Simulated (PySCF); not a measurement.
Input of a response calculation (the driver script's job line, then coordinates in Å):

```
{"job": {"kind": "uv", "xc": "wB97X-D", "basis": "def2-SVPD", "nstates": 8, "ntriplets": 3}, "charge": 0, "multiplicity": 1}
N      0.140203     1.118446     2.388575
C      0.001708     0.065924     1.713772
C      0.035993    -0.089549     0.240967
Si     1.894809    -0.123517    -0.255717
C     -0.576054    -1.362934    -0.253654
C     -1.463748    -1.218810    -1.224843
O     -1.743584     0.051462    -1.654158
Si    -0.976585     1.201850    -0.761151
H      0.275462     1.961780     1.830641
H     -0.145219    -0.845385     2.289894
H      2.526431    -1.267282     0.403021
H      1.983623    -0.268558    -1.707671
H      2.512985     1.126077     0.186036
H     -0.298986    -2.318247     0.157084
H     -2.012241    -1.990263    -1.739315
H     -1.948269     1.928158     0.051421
H     -0.213526     2.042876    -1.674811
```

Level of theory: TDDFT wB97X-D/def2-SVPD, vertical, gas phase, core orbitals frozen in the response in PySCF. Job line and output are in the format of a driver script around the code.

Give the output without the SCF cycles.

```
converged SCF energy = -866.2973876443

Static polarisability (au): isotropic 103.520, principal 93.819 104.015 112.725

Singlet excitations
state   eV       nm        f      main configurations
  1   5.1471    240.9   0.00242   H->L 0.42, H-1->L 0.32, H-1->L+1 0.11
  2   5.6338    220.1   0.00106   H->L 0.43, H->L+1 0.33, H-1->L 0.14
  3   6.0650    204.4   0.02294   H->L+1 0.56, H-1->L 0.20, H->L 0.10
  4   6.2338    198.9   0.18820   H->L+2 0.80, H->L+4 0.09
  5   6.4276    192.9   0.01288   H->L+3 0.67, H->L+4 0.18
  6   6.8103    182.1   0.02403   H-1->L+1 0.56, H-1->L 0.18
  7   6.9696    177.9   0.03078   H->L+5 0.32, H->L+6 0.15, H->L+4 0.10
  8   7.0695    175.4   0.01923   H-2->L 0.55, H->L+5 0.15, H->L+6 0.13

Triplet excitations (Tamm-Dancoff, eV): 4.2019 4.5174 4.9769
```

Isolated species at its GFN2-xTB geometry (one conformer only).

H and L stand for HOMO and LUMO.

Shape of the structure used: `[H]/[N:1]=[CH:2]\[C@@:3]1([SiH3:4])[CH:5]=[CH:6][O:7][SiH2:8]1`: N1–C2–C3–Si4 80°.

Note: wB97X-D ran without an empirical dispersion term, which enters the total energy and its gradient alone.
